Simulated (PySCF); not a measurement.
# Spinor energies of Eu⁺ (europium, charge +1)

Start: [Xe] 4f7 6s1; 4f5/2 filled at m_j = -5/2, -3/2, -1/2, +1/2, +3/2, +5/2; 4f7/2 filled at m_j = +7/2; 6s1/2 filled at m_j = +1/2. Calculated with PySCF 2.14 in x2c-SVPall-2c with one added diffuse shell each of s, p, d, f type (8s11p10d4f1g, 128 functions): generalised Hartree-Fock with the X2C-1e Hamiltonian and a Gaussian nucleus; one run each with spin-orbit coupling (SO) switched off, then screened by Boettger's factors.

```tsv
spinor shell	electrons	ε, spin-free (eV)	ε, screened SO (eV)	weight of nominal j (screened SO)	rms radius, screened SO (bohr)
1s1/2	2	-48762.5	-48753.9	1.000	0.0254
2s1/2	2	-8129.9	-8127.3	1.000	0.103
2p1/2	2	-7238.8	-7695.1	1.000	0.0881
2p3/2	4	-7238.8	-7042.2	1.000	0.0944
3s1/2	2	-1842.0	-1841.2	1.000	0.266
3p1/2	2	-1558.8	-1653.8	1.000	0.257
3p3/2	4	-1558.8	-1517.4	1.000	0.270
3d3/2	4	-1179.1	-1196.5	0.995	0.243
3d5/2	6	-1179.1	-1166.7	0.996	0.246
4s1/2	2	-391.96	-391.75	1.000	0.602
4p1/2	2	-296.21	-318.54	0.966	0.621
4p3/2	4	-296.21	-286.35	0.983	0.649
4d3/2	4	-159.64	-165.26	0.722	0.705
4d5/2	6	-159.64	-155.73	0.815	0.711
5s1/2	2	-60.605	-60.574	1.000	1.49
5p1/2	2	-35.310	-38.842	0.874	1.69
5p3/2	4	-35.310	-33.739	0.937	1.80
4f5/2	6	-20.285	-20.268	0.547	1.02
4f7/2	1	-20.285	-19.870	1.000	1.03
6s1/2	1	-10.463	-10.465	1.000	4.31
```

```tsv
quantity	spin-free	screened SO
E (hartree)	-10836.20009	-10842.76539
M_J	4	4
⟨J²⟩	20.006	20.006
⟨L²⟩	0.000	0.099
⟨S²⟩	20.006	19.937
```

Each row is a mean over spinors that exchange with the open shell spreads, by up to 17.821 eV (4d5/2).

Rows whose weight is well below 1 are mixtures of j = l ± 1/2: exchange outweighs spin-orbit coupling there, and the label is only the starting occupation.

Breit and QED terms are absent; they matter most for the inner s and p1/2 levels.

Densities and radii are taken from the X2C orbitals without a picture-change correction, which distorts them close to the nucleus.

Without spin-orbit coupling the j labels of p, d and f shells carry no meaning; the spin-free column gives the mean over the occupied spinors of each nl shell.
